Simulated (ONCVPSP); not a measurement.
Before and after: ONCV potential for vanadium (V)

* Element: vanadium
* Generator: ONCVPSP 4.0.1
* Type: optimised norm-conserving Vanderbilt (ONCV)
* Functional: LDA (Perdew-Wang 92)
* Relativity: scalar-relativistic
* Frozen core: [Ar]
* Valence charge: 5
* Reference configuration: 3d3 4s2
* Partial waves: 4s: rc 2.95 bohr, ncon 3, nbas 7, qcut 2.1 1/bohr, 2 projectors, debl 3.1 Ha; p scattering state at 0.09 Ha: rc 2.45 bohr, ncon 5, nbas 8, qcut 3.2 1/bohr, 2 projectors, debl 2.6 Ha; 3d: rc 2.20 bohr, ncon 4, nbas 8, qcut 7.4 1/bohr, 2 projectors, debl 3.3 Ha
* Local potential: polynomial inside 1.85 bohr (lpopt 3, dvloc0 1 Ha)
* Core correction: none

In the p channel the program set the typed energies aside and used 0.050, 2.650 Ha.

Change: d: nproj 0; local potential the d channel.

Cutoffs: the cutoffs (Ha) at which the residual kinetic energy of the hardest occupied pseudo-wave falls to 1 and 0.1 mHa per electron; they do not see the model core or the augmentation charge, which bear on the density cutoff. Errors are all-electron minus pseudo energies relative to the spin-unpolarised reference configuration.

Q: Predict the effect on cutoff, ghosts and configuration errors.

A: The potential gets neither clearly harder nor softer (21 Ha and 23 Ha → 21 Ha and 23 Ha); the lowest positive-energy flag moves from s at 86.2 eV to s at 15.1 eV; the number of tests with a reliable result goes from 4 to 3; of the 3 tests that both files solve, the error grows in 0 and shrinks in 1 by more than 15 % and 0.3 meV (median size 7.3 → 7.2 meV); neither file shows a bound ghost.

```csv
quantity,base,changed
"cutoff, loose",21 Ha,21 Ha
"cutoff, tight",23 Ha,23 Ha
bound ghosts,none,none
GHOST(+) flags under 300 eV,s at 86.2 eV,"s at 15.1 eV, p at 67.0 eV"
tests with a reliable result,4 of 4,3 of 4
"error for 3d3 4s1, meV [ΔE 7.93 eV]",+7.3,+7.2
"error for 3d3 4s0, meV [ΔE 22.47 eV]",+39,+27
"error for 3d3 4s1.5, meV [ΔE 3.18 eV]",+1.7,+1.8
s: phases at 2.99 bohr within 0.05 rad from the reference energy up to (Ha; the scan ends near 5),1.0,0.4
p: phases at 2.49 bohr within 0.05 rad from the reference energy up to (Ha; the scan ends near 5),3.1,2.4
d: phases at 2.23 bohr within 0.05 rad from the reference energy up to (Ha; the scan ends near 5),0.8,0.1
```
